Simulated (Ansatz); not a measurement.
Born–Oppenheimer molecular dynamics of a periodic cell of 21 atoms, LiH$_{13}$O$_{7}$ (contents 6 H2O + 1 Li + 1 OH, density as packed 0.98 g/cm³ with natural masses). It starts from a partly relaxed structure (largest force component 0.66 eV/Å).

All numbers below come from DFT PBE-D3(BJ), scalar-relativistic, plane waves, PAW in Ansatz 0.2.0. Settings: accuracy low, cutoff 420 eV, k mesh 1x1x1, fermi-dirac smearing 0.05 eV, no spin polarisation.

- ensemble: NVT, Langevin thermostat
- time step: 0.75 fs
- steps asked: 300
- set temperature: 500 K
- friction: 0.02 /fs
- seed: 875675

Frames 15 fs apart, positions in Å, forces in eV/Å.

Velocities at 7.5 fs (Å/ps):

```
O -3.86 -4.87 5.74
H 7.26 -11.10 7.40
H -3.29 -16.71 0.85
O -1.08 8.41 1.01
H 0.44 30.01 9.36
H 22.49 0.43 8.93
O 2.15 -1.76 -7.60
H -13.12 -28.45 -3.21
H -0.01 15.27 18.88
O 1.30 -4.93 0.67
H 10.07 -6.10 -7.49
H 8.38 -1.19 8.82
O 0.85 -1.13 -4.53
H -2.52 -22.69 -11.06
H 0.91 -1.30 -27.16
O -2.35 5.77 7.28
H -1.69 -14.65 15.85
H 6.51 -18.11 6.03
Li -2.68 11.14 1.42
O 7.51 -2.42 -1.35
H 1.81 2.19 5.53
```

```xyz
21
Lattice="6.0732 0.0000 0.0000 0.0000 6.0732 0.0000 0.0000 0.0000 6.0732" Properties=species:S:1:pos:R:3:forces:R:3 time_fs=7.5 energy_less_start_eV=0.441 T=266
O 4.944 4.572 3.816 -0.59 -0.61 -0.58
H 5.724 4.925 3.373 0.54 0.28 -0.08
H 4.472 4.078 3.081 0.06 0.56 0.77
O 4.649 1.260 5.542 0.16 -0.33 0.37
H 5.562 1.315 5.054 -0.62 0.31 -0.38
H 4.249 2.132 5.699 0.55 -0.06 -0.25
O 2.815 3.538 2.558 -1.31 1.80 -0.33
H 2.197 3.756 1.816 0.56 0.14 0.64
H 3.131 2.642 2.477 0.64 -1.81 -0.31
O 2.050 5.196 4.708 1.04 -0.84 -0.47
H 1.482 5.871 4.278 -0.72 0.75 -0.17
H 2.323 4.593 3.952 -0.59 0.07 0.53
O 1.238 -0.381 1.600 0.14 -1.57 -1.79
H 0.700 -0.372 0.776 0.45 0.22 0.63
H 0.949 0.317 2.185 -0.74 1.09 1.07
O 4.105 1.298 2.433 0.17 0.11 1.27
H 5.014 1.330 2.899 -0.07 -0.16 -0.31
H 4.248 0.898 1.580 0.15 -0.36 -0.79
Li 3.748 6.013 4.459 0.30 0.11 -0.08
O 0.418 1.059 3.719 0.17 0.91 -0.02
H 0.902 1.907 3.569 -0.30 -0.62 0.27
21
Lattice="6.0732 0.0000 0.0000 0.0000 6.0732 0.0000 0.0000 0.0000 6.0732" Properties=species:S:1:pos:R:3:forces:R:3 time_fs=22.5 energy_less_start_eV=0.397 T=290
O 4.936 4.510 3.901 0.91 0.65 0.64
H 5.848 4.668 3.551 -1.11 -0.23 -0.01
H 4.343 4.153 3.215 -0.05 -0.16 -0.61
O 4.692 1.386 5.563 -0.42 0.04 0.23
H 5.436 1.413 4.855 0.30 0.34 0.26
H 4.381 2.281 5.827 0.59 -0.53 -0.59
O 2.835 3.531 2.486 0.05 0.07 0.52
H 2.217 3.819 1.802 -0.18 0.40 -0.26
H 3.218 2.630 2.315 -0.01 -0.14 0.09
O 2.082 5.117 4.677 -0.11 1.27 0.76
H 1.499 5.870 4.319 -0.12 -0.39 -0.16
H 2.184 4.432 4.003 0.00 -0.33 -0.75
O 1.262 -0.461 1.526 -0.33 0.44 1.19
H 0.901 -0.539 0.640 -0.37 0.31 -0.33
H 0.742 0.196 2.118 0.77 -0.64 -0.76
O 4.126 1.344 2.530 -0.23 -1.08 -0.79
H 5.065 1.361 2.901 0.36 -0.03 -0.28
H 4.138 0.830 1.679 0.18 0.49 0.98
Li 3.727 6.163 4.473 0.23 -0.28 -0.15
O 0.475 1.095 3.686 -0.76 -0.66 0.21
H 1.033 1.874 3.712 0.31 0.48 -0.18
21
Lattice="6.0732 0.0000 0.0000 0.0000 6.0732 0.0000 0.0000 0.0000 6.0732" Properties=species:S:1:pos:R:3:forces:R:3 time_fs=37.5 energy_less_start_eV=0.531 T=433
O 4.837 4.465 3.918 -1.54 0.43 0.65
H 5.688 4.441 3.525 1.50 0.09 -0.67
H 4.197 4.280 3.171 0.03 -0.52 0.39
O 4.753 1.540 5.546 0.57 0.03 -0.45
H 5.553 1.481 4.878 -0.44 -0.26 0.18
H 4.593 2.501 5.553 -0.13 -0.10 -0.03
O 2.846 3.613 2.477 -0.19 0.17 -0.66
H 2.426 4.317 1.891 0.09 -1.03 -0.06
H 3.198 2.772 2.042 -0.32 1.02 0.56
O 2.050 5.170 4.643 -1.21 1.07 -1.14
H 1.360 5.854 4.234 0.75 -0.40 0.61
H 2.030 4.447 3.966 0.42 0.15 0.48
O 1.265 -0.538 1.412 0.15 0.00 0.82
H 0.918 -0.363 0.548 -0.14 -0.11 -1.24
H 0.849 0.148 1.974 0.09 0.25 0.73
O 4.204 1.336 2.585 -2.07 -0.55 -0.78
H 5.170 1.377 2.768 1.21 -0.13 0.43
H 4.071 0.760 1.812 0.23 0.20 0.05
Li 3.661 6.322 4.362 0.44 -0.03 -0.01
O 0.422 1.128 3.607 1.12 0.77 0.11
H 1.006 1.934 3.537 -0.56 -1.04 0.03
21
Lattice="6.0732 0.0000 0.0000 0.0000 6.0732 0.0000 0.0000 0.0000 6.0732" Properties=species:S:1:pos:R:3:forces:R:3 time_fs=52.5 energy_less_start_eV=0.764 T=380
O 4.710 4.435 3.957 0.51 -0.09 0.17
H 5.561 4.527 3.504 0.27 0.08 0.19
H 4.141 3.987 3.266 0.08 0.73 0.29
O 4.805 1.692 5.540 0.68 -0.25 -0.82
H 5.647 1.484 4.997 -0.26 -0.32 0.25
H 4.707 2.585 5.161 -0.42 0.53 0.31
O 2.820 3.802 2.503 -0.11 -0.36 0.61
H 2.286 4.311 1.862 -0.46 0.39 -0.75
H 3.090 2.922 2.236 0.05 -0.96 -0.63
O 1.961 5.240 4.586 1.44 -0.61 0.30
H 1.483 5.871 4.009 -0.81 0.57 -0.31
H 2.369 4.524 4.012 -0.82 0.69 0.42
O 1.207 -0.591 1.337 -0.50 1.53 -0.80
H 1.114 -0.247 0.386 0.37 -0.78 1.63
H 1.044 0.183 1.980 -0.10 -0.90 -0.68
O 4.171 1.264 2.602 -0.49 0.48 1.18
H 5.114 1.186 2.996 0.78 0.59 0.09
H 4.353 0.882 1.768 -0.14 -0.69 -1.97
Li 3.751 6.437 4.208 -0.12 -0.59 0.58
O 0.465 1.088 3.583 0.13 -0.39 -0.21
H 1.006 1.818 3.252 -0.07 0.35 0.16
21
Lattice="6.0732 0.0000 0.0000 0.0000 6.0732 0.0000 0.0000 0.0000 6.0732" Properties=species:S:1:pos:R:3:forces:R:3 time_fs=67.5 energy_less_start_eV=0.633 T=387
O 4.662 4.479 4.018 0.46 0.48 -0.69
H 5.515 4.671 3.552 -0.88 -0.21 0.44
H 3.945 4.353 3.269 0.97 -0.15 0.71
O 4.805 1.767 5.501 -0.98 1.01 0.52
H 5.622 1.518 5.022 0.43 0.14 -0.57
H 4.669 2.753 5.337 0.39 -1.27 -0.17
O 2.786 3.945 2.489 -1.73 0.09 -1.24
H 2.003 4.439 1.916 1.28 -0.18 1.08
H 2.953 3.063 2.132 0.21 -0.34 0.00
O 1.933 5.339 4.597 -0.13 1.98 1.30
H 1.248 6.037 4.131 0.56 -0.45 0.03
H 2.046 4.532 4.103 -0.01 -0.72 -0.69
O 1.115 -0.609 1.351 0.21 -1.18 -1.24
H 1.575 -0.494 0.488 -0.43 0.03 -0.30
H 0.978 0.241 1.775 -0.14 0.77 0.93
O 4.184 1.165 2.591 0.14 0.25 -2.37
H 5.186 1.291 2.801 -0.41 -0.33 0.14
H 4.160 1.082 1.581 0.10 0.01 1.78
Li 3.705 6.378 4.210 0.01 -0.33 0.31
O 0.511 1.013 3.534 -0.89 -0.64 0.04
H 1.050 1.760 3.321 0.84 1.04 -0.01
21
Lattice="6.0732 0.0000 0.0000 0.0000 6.0732 0.0000 0.0000 0.0000 6.0732" Properties=species:S:1:pos:R:3:forces:R:3 time_fs=82.5 energy_less_start_eV=0.471 T=533
O 4.704 4.539 4.085 0.58 0.18 0.64
H 5.524 4.759 3.605 -0.44 -0.20 -0.13
H 3.997 4.295 3.429 -0.06 0.04 -0.56
O 4.800 1.824 5.432 0.79 -1.88 -0.33
H 5.526 1.541 4.777 -0.42 -0.05 0.62
H 4.691 2.711 5.123 -0.49 1.77 -0.32
O 2.700 4.049 2.509 0.13 -1.40 -0.61
H 2.014 4.581 1.917 0.43 -0.07 0.48
H 3.005 3.235 2.031 -0.40 0.78 0.41
O 1.937 5.500 4.738 -0.83 1.67 0.61
H 1.192 6.336 4.174 0.44 -0.81 -0.19
H 1.756 4.638 4.347 0.14 -0.18 -0.31
O 0.988 -0.635 1.352 0.03 0.92 -1.87
H 1.260 -0.532 0.340 -0.42 0.00 1.60
H 0.872 0.261 1.804 0.30 -1.01 -0.39
O 4.193 1.100 2.508 0.45 -0.03 -0.65
H 5.208 1.059 2.661 -1.10 0.33 -0.11
H 4.074 1.129 1.531 0.18 -0.22 0.66
Li 3.661 6.234 4.373 0.13 0.11 -0.13
O 0.514 1.056 3.447 1.27 0.93 0.88
H 1.062 1.891 3.480 -0.70 -0.89 -0.28
21
Lattice="6.0732 0.0000 0.0000 0.0000 6.0732 0.0000 0.0000 0.0000 6.0732" Properties=species:S:1:pos:R:3:forces:R:3 time_fs=97.5 energy_less_start_eV=0.767 T=412
O 4.765 4.580 4.145 -1.15 -0.69 -0.12
H 5.475 4.612 3.511 1.16 0.39 -0.35
H 4.056 4.264 3.505 -0.25 0.07 0.22
O 4.793 1.849 5.403 -0.16 -0.41 -0.16
H 5.544 1.570 4.785 -0.19 0.45 -0.04
H 4.521 2.742 5.096 0.46 -0.44 0.04
O 2.608 4.034 2.575 1.53 -1.99 0.98
H 2.048 4.664 2.098 -0.81 0.66 -1.43
H 2.877 3.290 1.977 -0.43 0.73 0.55
O 1.881 5.678 4.921 0.33 -1.99 -0.91
H 1.307 6.223 4.263 -0.25 1.11 -0.39
H 1.944 4.792 4.437 -0.28 0.94 0.81
O 0.933 -0.628 1.268 -0.60 0.39 1.11
H 0.905 -0.361 0.332 0.46 -0.05 -0.12
H 0.809 0.167 1.863 -0.15 -0.16 -0.13
O 4.177 1.011 2.446 -0.95 0.58 4.72
H 5.108 1.217 2.628 1.11 -0.03 0.21
H 4.061 0.886 1.572 -0.44 -0.68 -4.82
Li 3.624 6.056 4.524 0.81 1.15 -0.19
O 0.561 1.123 3.438 -0.53 -0.23 -0.09
H 1.024 1.942 3.227 0.35 0.18 0.11
21
Lattice="6.0732 0.0000 0.0000 0.0000 6.0732 0.0000 0.0000 0.0000 6.0732" Properties=species:S:1:pos:R:3:forces:R:3 time_fs=112.5 energy_less_start_eV=0.719 T=415
O 4.745 4.557 4.210 0.21 -0.09 -2.22
H 5.594 4.862 3.784 -0.86 -0.40 0.70
H 4.197 4.272 3.362 0.37 0.68 1.65
O 4.768 1.846 5.400 -0.71 -0.32 0.30
H 5.503 1.690 4.756 0.02 0.55 0.07
H 4.448 2.778 5.336 0.72 -0.58 -0.41
O 2.573 3.991 2.680 -1.11 1.58 -0.32
H 2.009 4.528 1.945 0.35 -0.29 1.16
H 2.913 3.252 2.214 0.60 -1.68 -0.86
O 1.822 5.772 5.059 0.83 2.38 -0.09
H 1.248 6.569 4.125 -0.36 -0.11 0.30
H 1.710 4.883 4.799 -0.19 -1.89 -0.64
O 0.899 -0.594 1.276 0.12 -1.62 -0.11
H 1.323 -0.262 0.413 -0.25 0.12 0.00
H 0.788 0.032 1.992 0.16 1.18 0.32
O 4.169 0.861 2.448 1.32 0.49 -1.19
H 5.149 1.076 2.756 -1.77 -0.35 -1.15
H 4.148 0.854 1.421 0.46 0.04 2.36
Li 3.638 6.177 4.594 0.05 0.18 -0.15
O 0.651 1.171 3.449 -1.16 -1.88 0.72
H 1.164 1.941 3.358 1.20 2.00 -0.46
21
Lattice="6.0732 0.0000 0.0000 0.0000 6.0732 0.0000 0.0000 0.0000 6.0732" Properties=species:S:1:pos:R:3:forces:R:3 time_fs=127.5 energy_less_start_eV=1.073 T=372
O 4.722 4.577 4.338 0.34 0.13 1.54
H 5.590 4.986 4.275 0.46 0.10 -0.15
H 4.338 4.680 3.474 -0.70 -0.38 -1.57
O 4.737 1.791 5.447 1.64 0.12 -0.76
H 5.640 1.599 4.994 -1.27 0.16 0.42
H 4.740 2.773 5.317 -0.56 -0.53 0.01
O 2.577 3.932 2.714 -0.47 -0.06 0.25
H 1.784 4.355 2.272 0.36 0.33 -0.25
H 2.623 3.053 2.324 0.43 -0.31 -0.25
O 1.844 5.906 5.111 -0.92 -1.58 -0.20
H 1.187 6.675 4.338 0.76 0.34 -0.57
H 1.444 4.998 4.909 1.21 1.41 0.31
O 0.861 -0.549 1.406 0.33 0.85 0.98
H 1.320 -0.263 0.594 0.08 -0.80 -1.84
H 1.244 0.236 1.877 -1.03 -0.44 1.22
O 4.135 0.778 2.464 -1.66 -0.78 -1.30
H 5.024 1.046 2.658 1.69 0.53 0.16
H 4.149 0.541 1.491 0.10 0.33 1.41
Li 3.584 6.247 4.626 0.09 0.34 -0.08
O 0.767 1.265 3.498 0.14 1.33 -0.20
H 1.390 2.023 3.267 -1.04 -1.10 0.86
21
Lattice="6.0732 0.0000 0.0000 0.0000 6.0732 0.0000 0.0000 0.0000 6.0732" Properties=species:S:1:pos:R:3:forces:R:3 time_fs=142.5 energy_less_start_eV=0.754 T=546
O 4.697 4.684 4.487 -2.91 -1.46 -1.08
H 5.536 5.077 4.353 1.76 0.55 -0.68
H 4.264 4.408 3.588 1.02 0.64 1.53
O 4.755 1.696 5.510 0.92 -0.41 -0.60
H 5.637 1.585 5.063 0.00 -0.70 0.25
H 4.625 2.551 5.096 -0.84 1.25 0.13
O 2.514 3.905 2.697 1.04 -1.57 0.20
H 2.010 4.484 2.101 -1.06 1.28 -0.30
H 2.619 3.107 2.135 0.37 0.19 0.41
O 1.857 5.965 5.144 0.16 0.80 0.31
H 1.428 6.773 4.169 -0.58 0.12 0.22
H 1.986 5.151 4.667 -0.19 -1.25 -0.23
O 0.864 -0.493 1.574 0.37 -0.44 -2.83
H 1.166 -0.172 0.625 -0.36 -0.99 1.13
H 0.772 0.322 2.068 0.26 0.93 1.14
O 4.133 0.747 2.451 0.75 1.37 1.45
H 5.077 1.039 2.340 -0.93 -0.35 0.12
H 3.951 0.139 1.755 -0.15 -0.86 -1.17
Li 3.553 6.381 4.624 0.80 0.25 -0.01
O 0.861 1.352 3.489 -0.75 -0.17 0.09
H 1.375 2.146 3.353 0.32 0.83 -0.06
```

Of the whole run (225 fs, mean temperature of the second half 513 K): A run of 0.23 ps of so small a system gives no equilibrium averages. Limits of this set-up: coarse k mesh, low accuracy level.

The run took 6.7 min on 1 thread of Arm Neoverse V1, with other jobs on the host, peak memory 0.33 GiB.
